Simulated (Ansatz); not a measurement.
A structure relaxed at PBE0-D4/def2-TZVP, charge 0, multiplicity 1:

```tsv
atom	x (Å)	y (Å)	z (Å)
F1	-0.4674	-3.1888	1.5680
In2	-0.0508	-1.5067	0.7056
C3	1.2719	-0.0680	-0.2248
Si4	-0.2386	1.0550	-0.4374
N5	-1.3937	-0.0041	0.2783
H6	2.0529	0.2822	0.4503
H7	1.7296	-0.4506	-1.1373
H8	-0.0465	2.3537	0.2730
H9	-0.4770	1.3703	-1.8767
H10	-2.3804	0.1570	0.4010
```

Problem. Give its formula and SMILES.

Solution. CH5FInNSi, `[F][In]1[CH2][SiH2][NH]1`.

Problem. Point group (tolerance 0.08 Å, 0.16 Å for H)?

Solution. Cs.

Problem. Summarise the bond lengths by kind.

Solution. 1 × F–In 1.936 Å; 1 × C–In 2.165 Å; 1 × In–N 2.060 Å; 1 × C–Si 1.894 Å; 2 × C–H 1.090 Å; 1 × N–Si 1.723 Å; 2 × H–Si 1.493 Å; 1 × H–N 1.007 Å.

Computed with Ansatz.
